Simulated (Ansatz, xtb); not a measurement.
# CH3BGa: which of two structures lies lower

Structure I: a doublet given by its coordinates. Structure II: a doublet given by its coordinates. Both are isolated molecules in the gas phase, relaxed with B3LYP/6-31G*.

I (Å):

```yaml
atoms:
  - { symbol: C, position_ang: [-1.9317, -1.0043, 0.5524] }
  - { symbol: B, position_ang: [-1.9224, 0.4082, 0.1905] }
  - { symbol: Ga, position_ang: [-3.1914, -0.6343, 2.0161] }
  - { symbol: H, position_ang: [-1.2722, 0.8455, -0.7209] }
  - { symbol: H, position_ang: [-2.5964, 1.2071, 0.8245] }
  - { symbol: H, position_ang: [-1.5375, -1.9813, 0.3082] }
```

Close contacts (Å): C1–B2 1.46, C1–Ga3 1.97, B2–Ga3 2.46, C1–H6 1.08, B2–H4 1.20, B2–H5 1.22.

II (Å):

```xyz
6

C    -2.3147    0.2469    1.3513
B    -1.5104    0.6645    0.3275
Ga   -2.7907   -1.5014    0.5737
H    -0.8483    0.9032   -0.6119
H    -2.7380    0.4859    2.3127
H    -2.2745   -2.0520   -0.8375
```

Close contacts (Å): C1–B2 1.37, C1–Ga3 1.97, B2–Ga3 2.53, C1–H5 1.08, B2–H4 1.17, Ga3–H6 1.60.

Question: Which of the two would you expect CCSD(T)/def2-SVP electronic energies to favour?

Answer: Structure I; the calculation gives E(II) − E(I) = +33.5 kJ/mol.

The same difference at several levels:

```csv
level,geometry,E(II) − E(I) (kJ/mol),departure from the last row (kJ/mol),"job, with rough time for the two"
B3LYP/6-31G*,B3LYP/6-31G*,+54.4,+20.9,"optimisation, 4.1 min"
HF/def2-SVP,B3LYP/6-31G*,+19.5,−13.9,part of the CCSD(T) run
MP2/def2-SVP,B3LYP/6-31G*,+12.4,−21.1,part of the CCSD(T) run
CCSD(T)/def2-SVP,B3LYP/6-31G*,+33.5,,"single point, 46 s"
```

The levels shown agree on the order. The largest departure from CCSD(T)/def2-SVP is that of MP2/def2-SVP, 21.1 kJ/mol. Levels run at GFN2-xTB geometries aren't shown. MP2 in a larger basis moves the difference by +1.4 kJ/mol, a step that isn't added because spin contamination makes open-shell MP2 unreliable in this search.

With harmonic frequencies from B3LYP/6-31G* (ideal gas, rigid rotor, one conformer each, 298.15 K, 1 atm): on the last row, ΔE + ΔZPE = +28.0, ΔH = +28.7, ΔG = +27.6 kJ/mol.

Open shells are spin-unrestricted, with notable spin contamination under HF/def2-SVP, MP2/def2-SVP, CCSD(T)/def2-SVP. The correlated steps freeze 11 core orbitals; the filled d shell of Ga is correlated, in a basis made for valence electrons. Run with Ansatz 0.2.0; the last row on 1 thread of Arm Neoverse N1 on a shared host.
